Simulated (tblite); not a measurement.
Compound: C5H12B2S.
Numbering: `[BH2:1][C@@H:2]1[S:3][CH2:4][CH2:5][BH:6][C@@H:7]1[CH3:8]` (hydrogens: H9, H10 on B1; H11 on C2; H12, H13 on C4; H14, H15 on C5; H16 on B6; H17 on C7; H18, H19, H20 on C8)

Computed with GFN2-xTB (tblite), gas phase: L-BFGS steps from a force-field or distance-geometry start until the largest atomic force falls under 0.01 eV/Å.

At the end of the run (lengths in Å): C2–C7 1.540, C8–H20 1.088, C8–H18 1.089, B6–H16 1.173, C4–H13 1.092, C4–C5 1.526, C7–H17 1.097, C4–C5–B6 117.0°, C2–C7–B6 116.1°, B1–C2–C7 116.5°, C2–C7–C8 109.1°, B1–C2–S3–C4 162°, C2–S3–C4–C5 64°, S3–C4–C5–B6 -46°, H16–B6–C5–C4 -165°, H16–B6–C7–C8 -75°.

Task: These geometries were met on the way; a selection of coordinates is given. Order them by energy above the end point, lowest first.
A. C2–C7 1.543, C8–H20 1.087, C8–H18 1.087, B6–H16 1.173, C4–H13 1.093, C4–C5 1.529, C7–H17 1.096, C4–C5–B6 116.4°, C2–C7–B6 116.5°, B1–C2–C7 114.4°, C2–C7–C8 108.7°, B1–C2–S3–C4 170°, C2–S3–C4–C5 59°, S3–C4–C5–B6 -48°, H16–B6–C5–C4 -155°, H16–B6–C7–C8 -86°
B. C2–C7 1.555, C8–H20 1.089, C8–H18 1.089, B6–H16 1.173, C4–H13 1.093, C4–C5 1.533, C7–H17 1.096, C4–C5–B6 111.5°, C2–C7–B6 111.4°, B1–C2–C7 114.5°, C2–C7–C8 109.9°, B1–C2–S3–C4 169°, C2–S3–C4–C5 63°, S3–C4–C5–B6 -60°, H16–B6–C5–C4 -124°, H16–B6–C7–C8 -111°
C. C2–C7 1.574, C8–H20 1.087, C8–H18 1.084, B6–H16 1.172, C4–H13 1.092, C4–C5 1.540, C7–H17 1.095, C4–C5–B6 111.0°, C2–C7–B6 110.2°, B1–C2–C7 113.9°, C2–C7–C8 111.8°, B1–C2–S3–C4 170°, C2–S3–C4–C5 64°, S3–C4–C5–B6 -60°, H16–B6–C5–C4 -120°, H16–B6–C7–C8 -115°
D. C2–C7 1.548, C8–H20 1.088, C8–H18 1.089, B6–H16 1.173, C4–H13 1.091, C4–C5 1.530, C7–H17 1.096, C4–C5–B6 114.4°, C2–C7–B6 114.7°, B1–C2–C7 112.0°, C2–C7–C8 108.5°, B1–C2–S3–C4 172°, C2–S3–C4–C5 61°, S3–C4–C5–B6 -53°, H16–B6–C5–C4 -143°, H16–B6–C7–C8 -98°
E. C2–C7 1.555, C8–H20 1.115, C8–H18 1.114, B6–H16 1.197, C4–H13 1.114, C4–C5 1.548, C7–H17 1.117, C4–C5–B6 110.6°, C2–C7–B6 109.8°, B1–C2–C7 112.6°, C2–C7–C8 113.6°, B1–C2–S3–C4 169°, C2–S3–C4–C5 65°, S3–C4–C5–B6 -61°, H16–B6–C5–C4 -119°, H16–B6–C7–C8 -116°

Result: A (0.023 eV), D (0.041 eV), B (0.068 eV), C (0.112 eV), E (0.246 eV).

| step | E above end (eV) | rms distance from the end, all atoms (Å) | largest force (eV/Å) | rms shift of all bonds from the end (Å) |
| --- | --- | --- | --- | --- |
| 44 | 0.023 | 0.146 | 0.092 | 0.002 |
| 33 | 0.041 | 0.215 | 0.065 | 0.003 |
| 13 | 0.068 | 0.280 | 0.096 | 0.005 |
| 2 | 0.112 | 0.289 | 0.435 | 0.009 |
| 0 | 0.246 | 0.292 | 1.020 | 0.017 |

Rows stand in the order of the answer.
